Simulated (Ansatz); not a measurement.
WO2Cl2 (WCl₂O₂), relaxed as a singlet with RKS r2SCAN-D4/def2-SVP in Ansatz, starting from the GFN2-xTB geometry. Force threshold 0.02 eV/Å.

In the def2 sets W takes a core potential; there is no spin–orbit coupling.

Start:

Cartesian coordinates in Å:
```
W -0.1302 0.0290 0.0758
O -0.1723 0.8359 1.5438
O -1.6321 -0.4453 -0.4978
Cl 1.1249 -1.7324 0.2797
Cl 0.8096 1.3128 -1.4015
```

| step | energy (eV) | largest force component (eV/Å) | SCF passes |
| --- | --- | --- | --- |
| 1 | -30957.2961 | 2.578 | 31 |
| 2 | -30957.6798 | 0.743 | 39 |
| 3 | -30957.7095 | 0.199 | 33 |
| 4 | -30957.7095 | 0.128 | 35 |
| 5 | -30957.7102 | 0.001 | 33 |

Force components are those of the run's own axes.

End:

Cartesian coordinates in Å:
```
W -0.067 0.014 0.039
O -0.234 0.821 1.530
O -1.644 -0.415 -0.442
Cl 1.146 -1.882 0.360
Cl 0.799 1.461 -1.487
```

By distances, no bond broke or formed. The bond that changes most is W1–Cl5, from 2.17 to 2.27 Å (atoms count from 1).

No frequencies were taken in this run, so the end may be a saddle point.

It took 12 s on 4 threads of Arm Neoverse V2 on a shared host.
